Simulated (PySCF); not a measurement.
## ScSF: from structure and modes to constants

These are results of PBE0 in PySCF with Sc def2-TZVP, S def2-TZVP, F def2-TZVP; no relativity; density-fitted integrals, not measurements.

The singlet minimum has Cs symmetry. Masses (u): Sc 44.95591, S 31.97207, F 18.99840.

```xyz
3
charge 0 multiplicity 1, angstrom
Sc    0.0000   -0.6028    0.0000
S     1.0990    1.2487    0.0000
F    -1.8494   -0.6750    0.0000
```

Harmonic wavenumbers (cm⁻¹): 144.8 (a', ×1), 569.4 (a', ×1), 671.4 (a', ×1).

(1) Find the principal moments of inertia and the rotational constants. What kind of rotor is it?

(2) What is the harmonic zero-point energy?

(3) Find the vibrational entropy and heat capacity at 298.15 K.

## Answers

(1) About the centre of mass I = 20.115, 158.32, 178.44 u Å². With B = 16.8576/I this gives 0.8381, 0.1065, 0.09447 cm⁻¹. The molecule is an asymmetric top with κ = -0.97.

(2) Half the sum of all 3 wavenumbers, 1386/2 = 693 cm⁻¹, which is 8.3 kJ/mol (1 cm⁻¹ = 0.0119627 kJ/mol).

(3) With u = 1.43878 ω/T, each mode gives S = R[u/(eᵘ−1) − ln(1−e⁻ᵘ)] and C = R u² eᵘ/(eᵘ−1)².
```csv
ω (cm⁻¹),u,S (J/(mol K)),C (J/(mol K))
144.8,0.699,11.46,7.98
569.4,2.748,2.11,4.59
671.4,3.240,1.43,3.70
```
The sums over all modes are S = 15.0 and C = 16.3 J/(mol K); the softest mode gives 76 % of the entropy.

Stability towards spin polarisation was not tested. This need not be the most stable arrangement of these atoms.
